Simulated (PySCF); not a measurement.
MoS2ClBr, SMILES [S]=[Mo](=[S])([Cl])[Br], multiplicity 1. Heavy atoms are numbered as in [Mo:1](=[S:2])(=[S:3])([Cl:4])[Br:5].

Coordinates come from a B3LYP-D3(BJ)/def2-SVP optimisation. The multiplicity is an assumed one; no other spin state was optimised. The structure was generated by enumeration; whether it is a known compound was not checked. The def2 effective core potentials stand for the cores of Mo; spin–orbit coupling is left out.

These are M06-2X/def2-TZVP (PySCF) values and carry that method's errors.

ESP charges are fitted to the potential on shells at 1.4 to 2.0 van der Waals radii. Atomic charges (e), one atom of each kind:

| atom | Mulliken | ESP fit | Löwdin |
|---|---|---|---|
| Mo1 | 1.00 | -0.04 | ? |
| S2 | -0.21 | 0.02 | ? |
| Cl4 | -0.30 | -0.02 | ? |
| Br5 | -0.26 | 0.01 | ? |

Task: What belongs in the gaps? (The exact figures need the calculation; the answer reports its results.)

Result: 
- Mo1, Löwdin: -0.69
- S2, Löwdin: 0.22
- Cl4, Löwdin: 0.10
- Br5, Löwdin: 0.14
